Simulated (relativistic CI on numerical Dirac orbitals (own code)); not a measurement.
## Mn+ in a cubic cluster: L2,3 absorption with charge transfer

Computed with a charge-transfer multiplet model of a cubic metal-ligand cluster with up to 3 ligand holes, Slater and spin-orbit integrals from Dirac-Coulomb-Breit ions, Slater integrals scaled by 0.8. The ground state mixes d6 with configurations of k ligand holes L, whose averages lie at kΔ + k(k − 1)U_dd/2; a core hole lowers each added d electron by U_cd. 300 K, Lorentzian 0.4 eV and Gaussian 0.3 eV FWHM.

Atomic integrals in eV (Slater integrals scaled, ζ unscaled), ground: F2dd 7.203, F4dd 4.433, zeta_d 0.031; with the core hole: F2dd 7.920, F4dd 4.884, zeta_d 0.046, zeta_core 6.798, F2cd 4.549, G1cd 3.306, G3cd 1.876.

Cluster parameters (eV): Δ = 5.5, U_dd = 6.5, U_cd = 8.4, 10Dq = 0.5, 10Dq(ligand) = 0.6, final-state hopping factor = 0.9.

```csv
Case,n_d,d6,d7L,d8L2,d9L3,S
"V(eg) = 1.35 eV, V(t2g) = -0.6 eV",6.08,0.92,0.08,0.00,0.00,2.00
"V(eg) = 1.65 eV, V(t2g) = -0.74 eV",6.11,0.89,0.11,0.00,0.00,2.00
"V(eg) = 1.95 eV, V(t2g) = -0.87 eV",6.15,0.86,0.14,0.00,0.00,2.00
"V(eg) = 2.55 eV, V(t2g) = -1.14 eV",6.22,0.79,0.20,0.01,0.00,2.00
"V(eg) = 2.85 eV, V(t2g) = -1.27 eV",6.28,0.74,0.25,0.02,0.00,1.81
```

Weights, n_d and S are thermal averages at 300 K. Photon energies count from the first peak over 30 % of the highest in each spectrum, which can be another peak from case to case. The parameters are a model scan and need not match a compound or its usual spin state. Peaks in eV (height, largest 100):
- V(eg) = 1.35 eV, V(t2g) = -0.6 eV: 0.0 (100), 0.7 (69), 2.1 (26), 10.6 (35), 12.8 (10)
- V(eg) = 1.65 eV, V(t2g) = -0.74 eV: 0.0 (100), 0.8 (68), 2.1 (25), 9.8 (16), 10.6 (35), 12.9 (10)
- V(eg) = 1.95 eV, V(t2g) = -0.87 eV: 0.0 (100), 0.8 (66), 2.1 (24), 9.7 (16), 10.6 (34), 12.8 (9)
- V(eg) = 2.55 eV, V(t2g) = -1.14 eV: 0.0 (35), 1.1 (100), 1.9 (60), 3.2 (21), 10.7 (16), 11.7 (31), 14.0 (9)
- V(eg) = 2.85 eV, V(t2g) = -1.27 eV: 0.0 (32), 1.2 (100), 11.8 (29), 14.1 (7)

Curve for V(eg) = 1.65 eV, V(t2g) = -0.74 eV (points under 2 left out, the grid thinned):

(E (eV), Intensity): (-2.7, 2.2), (-2.4, 3.0), (-2.1, 5.0), (-1.7, 13.2), (-1.4, 20.4), (-1.1, 27.9), (-0.8, 37.7), (-0.4, 61.8), (-0.1, 93.7), (0.2, 89.9), (0.5, 68.4), (0.9, 67.6), (1.2, 50.3), (1.5, 28.7), (1.8, 21.7), (2.1, 25.3), (2.5, 18.4), (2.8, 12.3), (3.1, 11.0), (3.4, 9.2), (3.8, 6.0), (4.1, 4.1), (4.4, 3.2), (4.7, 2.9), (5.0, 2.8), (5.4, 2.4), (5.7, 2.4), (6.0, 2.2), (8.6, 2.2), (9.0, 3.8), (9.3, 8.3), (9.6, 15.0), (9.9, 16.3), (10.2, 19.7), (10.6, 34.9), (10.9, 29.6), (11.2, 22.4), (11.5, 19.1), (11.9, 12.7), (12.2, 9.1), (12.5, 7.4), (12.8, 9.4), (13.2, 7.3), (13.5, 4.2), (13.8, 2.2)

For the case V(eg) = 1.95 eV, V(t2g) = -0.87 eV, Δ = 5.5 eV is smaller than U_dd = 6.5 eV, the charge-transfer side of the Zaanen-Sawatzky-Allen scheme. With the core hole the configuration with one ligand hole lies at Δ + U_dd − U_cd = 3.6 eV above the one without, against Δ in the ground state. The added d electron screens the hole, so the order of the configurations is kept and charge-transfer satellites are weaker than in photoemission.
